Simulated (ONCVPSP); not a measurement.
Transferability test, ONCV potential for Li (Z = 3)

| Item | Value |
| --- | --- |
| Element | Li (Z = 3) |
| Generator | ONCVPSP 4.0.1 |
| Type | optimised norm-conserving Vanderbilt (ONCV) |
| Functional | PBEsol |
| Relativity | scalar-relativistic |
| Frozen core | none |
| Valence charge | 3 |
| Reference configuration | 1s2 2s1 |
| Partial waves | 1s+2s: rc 1.00 bohr, ncon 3, nbas 7, qcut 12.1 1/bohr, 2 projectors; p scattering state at 0.44 Ha: rc 1.00 bohr, ncon 4, nbas 7, qcut 7.8 1/bohr, 2 projectors, debl 1.9 Ha; d scattering state at 0.45 Ha: rc 1.05 bohr, ncon 4, nbas 8, qcut 10.1 1/bohr, 2 projectors, debl 1.2 Ha |
| Local potential | polynomial inside 0.90 bohr (lpopt 2, dvloc0 -1 Ha) |
| Core correction | none |

Energies are relative to the spin-unpolarised reference configuration 1s2 2s1; without spin polarisation the order of configurations can differ from experiment.

```json
{"valence configuration": "1s2 2s0", "charge": "+1", "ΔE all-electron (eV)": "5.187", "error AE − PS (meV)": "+0.2"}
{"valence configuration": "1s2 2s0.5", "charge": "+0.5", "ΔE all-electron (eV)": "2.013", "error AE − PS (meV)": "0.0"}
{"valence configuration": "1s2 2s0 2p1", "charge": "0", "ΔE all-electron (eV)": "1.761", "error AE − PS (meV)": "+0.3"}
```

Task: What are ΔE and the potential's error for 1s1 2s1?

Result: ΔE = 67.777 eV all-electron; the error (AE − PS) is +569 meV.
